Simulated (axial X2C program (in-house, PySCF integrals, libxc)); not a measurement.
**TiF⁻: the levels of the configuration d2 s2 p(π)0**

Calculated with an axial X2C code built on PySCF integrals: two-component X2C with atomic mean-field Coulomb and Gaunt terms, basis Ti dyall-v3z, F dyall-av3z (cores contracted in-house). Orbitals come from Hartree–Fock averaged over the configuration Ti d2 s2 p(π)0; CI then distributes these electrons over the d, s, p(π) shells of Ti.

R = 1.955 Å (near the minimum of the configuration average).

Lowest levels of this model:

| Ω | energy (cm⁻¹) | g∥ | configuration |
| --- | --- | --- | --- |
| 2 | 0 | 2.00 | 90% d2 s2 + 7% d2 p(π)2 |
| 3 | 153 | 6.00 | 90% d2 s2 + 7% d2 p(π)2 |
| 4 | 306 | 10.00 | 90% d2 s2 + 7% d2 p(π)2 |
| 0 | 1316 | 0.00 | 90% d2 s2 + 7% d2 p(π)2 |
| 1 | 1331 | 3.99 | 90% d2 s2 + 7% d2 p(π)2 |
| 0 | 2401 | 0.00 | 90% d2 s2 + 7% d2 p(π)2 |
| 0 | 2422 | 0.00 | 90% d2 s2 + 7% d2 p(π)2 |
| 1 | 2445 | 2.01 | 90% d2 s2 + 7% d2 p(π)2 |
| 2 | 2480 | 6.00 | 90% d2 s2 + 7% d2 p(π)2 |
| 1 | 4310 | 0.00 | 90% d2 s2 + 7% d2 p(π)2 |
| 2 | 4412 | 4.01 | 90% d2 s2 + 7% d2 p(π)2 |
| 3 | 4507 | 8.00 | 90% d2 s2 + 7% d2 p(π)2 |
| 0 | 8326 | 0.00 | 84% d2 s1 p(π)1 + 15% d3 s1 |
| 0 | 8326 | 0.00 | 84% d2 s1 p(π)1 + 15% d3 s1 |
| 1 | 8377 | 0.00 | 84% d2 s1 p(π)1 + 15% d3 s1 |
| 2 | 8429 | 4.00 | 84% d2 s1 p(π)1 + 15% d3 s1 |
| 3 | 8483 | 8.01 | 84% d2 s1 p(π)1 + 15% d3 s1 |
| 4 | 8538 | 12.01 | 84% d2 s1 p(π)1 + 15% d3 s1 |
| 0 | 9163 | 0.00 | 81% d2 s2 + 9% d2 s1 p(π)1 |
| 3 | 9835 | 4.00 | 100% d2 s1 p(π)1 |
| 4 | 9930 | 8.00 | 100% d2 s1 p(π)1 |
| 5 | 10025 | 12.01 | 100% d2 s1 p(π)1 |
| 6 | 10121 | 16.01 | 100% d2 s1 p(π)1 |
| 0 | 10545 | 0.00 | 86% d2 s2 + 7% d2 p(π)2 |
| 0 | 10769 | 0.00 | 93% d2 s1 p(π)1 + 7% d3 s1 |
| 4 | 11221 | 8.00 | 84% d2 s2 + 7% d2 s1 p(π)1 |
| 5 | 12346 | 14.00 | 89% d2 s1 p(π)1 + 10% d3 s1 |
| 5 | 13910 | 12.01 | 91% d2 s1 p(π)1 + 8% d3 s1 |
| 5 | 23032 | 10.00 | 90% d2 s1 p(π)1 + 10% d3 s1 |
| 6 | 23057 | 14.00 | 90% d2 s1 p(π)1 + 10% d3 s1 |

g∥ is the magnitude of 2⟨Lz + ge Sz⟩ for the +Ω component.

Problem. From Ω and g∥ of the lowest level, whose 2⟨Lz + ge Sz⟩ is positive, find ⟨Sz⟩ and ⟨Lz⟩ (ge = 2.0023).

Solution. Ω = ⟨Lz⟩ + ⟨Sz⟩ = 2 and ⟨Lz⟩ + ge⟨Sz⟩ = 1.000, so ⟨Sz⟩ = -1.00 and ⟨Lz⟩ = 3.00.

Occupations of the active spinors in the lowest level by ω, shell by shell in order of energy: -5/2: 0.00; -3/2: 0.00 0.01 0.04; -1/2: 0.00 0.01 0.91 0.04; 1/2: 0.91 0.09 0.90 0.05; 3/2: 0.99 0.00 0.04; 5/2: 0.00. The leading determinant has weight 0.83 among 218.

This point took 0.76 s on 1 thread of Arm Neoverse V1, with other jobs on the host.

Dynamic correlation is missing, so gaps between terms are too wide and other configurations may lie lower; the lowest level listed is that of this model, not necessarily the ground state. For d shells the ligand-field splittings (σ, π, δ) and their order can be off by a thousand cm⁻¹ or more. At most 4 roots were kept for each Ω > 0 (twice that for Ω = 0) within 3.2 eV of the lowest, so higher up levels can be missing between those listed; levels with Ω > 0 are doubly degenerate and listed once, Ω = 0 levels singly. States that fill the shells left empty in the average are placed too high. For an anion, levels above electron detachment are held by the basis set.
